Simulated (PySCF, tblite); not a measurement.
Isomers of C6H7FO, one GFN2-xTB conformer each. Single-point energies are computed at PBE0/pcSseg-1 (PySCF, gas phase, no added dispersion term), electronic only.

```
           SMILES  GFN2-xTB relative energy (kcal/mol)
C=C/C(=C/C)C(=O)F                                  4.2
C=C/C=C(\C)C(=O)F                                  0.0
```

Conformers: `[CH2:1]=[CH:2]/[C:3](=[CH:4]/[CH3:5])[C:6](=[O:7])[F:8]` with C1–C2–C3–C4 158°, C2–C3–C6–O7 151°; `[CH2:1]=[CH:2]/[CH:3]=[C:4](\[CH3:5])[C:6](=[O:7])[F:8]` with C1–C2–C3–C4 180°, C3–C4–C6–O7 -178°.

Q: What does PBE0/pcSseg-1 give for the same structures?

A: 
```tsv
SMILES	PBE0/pcSseg-1 E (Eh)	PBE0/pcSseg-1 (kcal/mol)	GFN2-xTB (kcal/mol)	point group
C=C/C=C(\C)C(=O)F	-407.40182	0.0	0.0	–
C=C/C(=C/C)C(=O)F	-407.39096	6.8	4.2	C1
```

Both levels put the same isomer lowest. 

Q: Which frontier levels, dipoles and rotational constants go with these structures?

A: 
```tsv
SMILES	HOMO (eV, PBE0/pcSseg-1)	LUMO (eV)	dipole (D)	A, B, C (MHz)
C=C/C=C(\C)C(=O)F	-7.42	-2.40	4.37	4018, 1204, 931.6
C=C/C(=C/C)C(=O)F	-7.20	-1.77	3.32	2829, 1819, 1187
```

Q: What happens when harmonic zero-point energies from GFN2-xTB frequencies are added?

A: 
```csv
SMILES,ZPE (kcal/mol),electronic (kcal/mol),with ZPE (kcal/mol)
C=C/C=C(\C)C(=O)F,70.6,0.0,0.0
C=C/C(=C/C)C(=O)F,70.5,6.8,6.7
```

The zero-point energies span 0.1 kcal/mol. The order is unchanged.
